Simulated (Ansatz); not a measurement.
NbS3⁻, relaxed as a quintet with UKS PBE-D4/def2-SVPD in Ansatz, starting from the PBE-D4/def2-SVPD geometry of the charge -1 singlet. Force threshold 0.02 eV/Å.

In the def2 sets Nb takes a core potential; there is no spin–orbit coupling. The highest occupied level of the charge -1 quintet lies above zero (up to 0.21 eV). It is a level of α spin, whose loss leaves a quartet; that state wasn't run at this geometry and level. The electron is either unbound and held by the finite basis, or the level is raised by self-interaction error. The relaxation made no stability test and no search for a lower SCF solution. At PBE-D4/def2-SVPD a singlet of charge -1 lies 3.55 eV below the quintet, each at its own geometry. The structure comes from a short search, and lower isomers may exist.

Start:

| atom | x (Å) | y (Å) | z (Å) |
| --- | --- | --- | --- |
| Nb1 | -0.171 | 0.448 | -0.040 |
| S2 | 0.182 | -0.293 | -2.108 |
| S3 | -1.727 | -0.739 | 1.017 |
| S4 | 1.716 | 0.583 | 1.131 |

```csv
step,energy (eV),largest force component (eV/Å),SCF passes
1,-34035.8013,2.097,98
2,-34036.1959,0.549,43
3,-34036.2636,0.317,39
4,-34036.2873,0.095,35
5,-34036.2970,0.051,34
6,-34036.2993,0.052,33
7,-34036.2997,0.015,30
8,-34036.2998,0.012,31
9,-34036.3000,0.039,30
10,-34036.3011,0.092,30
11,-34036.3069,0.220,42
12,-34036.3313,0.453,41
13,-34036.3736,0.436,44
14,-34036.3740,0.417,36
15,-34036.4323,0.118,33
16 (rejected),-34036.4096,0.685,32
17,-34036.4358,0.044,27
18 (rejected),-34036.4353,0.073,27
19,-34036.4360,0.006,30
```

Force components are those of the run's own axes.

End:

Cartesian coordinates in Å:
```
Nb -0.2767 0.6912 -0.4224
S 0.2808 -0.3138 -2.3252
S -1.1930 -0.7123 1.2992
S 1.1889 0.3349 1.4484
```

By distances, no bond broke or formed. The bond that changes most is Nb1–S4, from 2.22 to 2.40 Å (atoms count from 1).

The force fell under the threshold at step 7, but the optimiser went on and released 0.136 eV more. No frequencies were taken in this run, so the end may be a saddle point.

Run time 33 s (4 threads of Arm Neoverse V2 on a shared host).
